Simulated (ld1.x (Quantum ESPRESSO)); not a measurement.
Values are calculated unless marked as measured or tabulated.
**Potentials for indium compared**

Generated with ld1.x 7.5 (TM, RRKJ, ultrasoft, PAW), atompaw 4.2 or ONCVPSP 4.0.1. The cutoff is in Ry: for ld1.x and atompaw files where the sum of valence levels is converged to 10 mRy in a Bessel basis, for ONCV files where the hardest occupied wave has 1 mHa per electron of residual kinetic energy. The error is the largest all-electron minus pseudo excitation energy over each file’s own four to seven test configurations (ionisations up to +4, promotions, holes and added fractions of an electron), all of which were solved. The labels leave out finer settings (local radius, basis sizes, second energies), which also bear on the numbers. Spin-polarised tests are not counted. The rows are a selection from randomly drawn settings: files with unsolved tests, undetermined cutoffs or missed reference levels are left out.

A true bound ghost makes a file unfit for plane-wave use even where its test errors are small: the radial tests pick states by their node count and pass the ghost by.

| potential | cutoff (Ry) | largest error (meV) | bound ghosts |
| --- | --- | --- | --- |
| TM, Wu–Cohen, fully relativistic, rc 1.60/2.75/2.75 (spd), local s, core correction yes, reference 5s2 5p0 | 35 | -131 | d3/2, d5/2 |
| TM, PBEsol, fully relativistic, rc 1.95/2.75/1.25/2.75 (spdf), local s, core correction yes, reference 4d10 5s1.75 5p1.25 | 90 | -291 | none |
| TM, PBE, scalar-relativistic, rc 1.55/1.00/1.10 (spd), local s, core correction no, reference 4p6 4d10 5s2 5p0 | 180 | -2235 | none |
| ultrasoft, PBEsol, scalar-relativistic, rc 2.05/3.88/3.05 (spd), local smoothed, core correction yes, reference 5s1 5p2 | 8 | -114 | none |
| TM, LDA (PZ), fully relativistic, rc 2.10/2.55 (sp), local s, core correction no, reference 5s2 5p1 | 18 | +162 | none |
| TM, PBE, fully relativistic, rc 2.05/2.70/1.45 (spd), local s, core correction no, reference 4d10 5s1.5 5p1.5 | 80 | +68 | none |

**Question.** Fill in the row for In: TM, BLYP, fully relativistic, rc 1.55/2.25/1.90 (spd), local s, core correction no, reference 5s1 5p0.

**Answer.** cutoff 30 Ry, largest error +562 meV, bound ghosts: d3/2, d5/2.

**Question.** Fill in the row for In: TM, PBE, scalar-relativistic, rc 1.55/2.25/1.70 (spd), local s, core correction yes, reference 4d10 5s2 5p0.

**Answer.** cutoff 80 Ry, largest error -392 meV, bound ghosts: none.
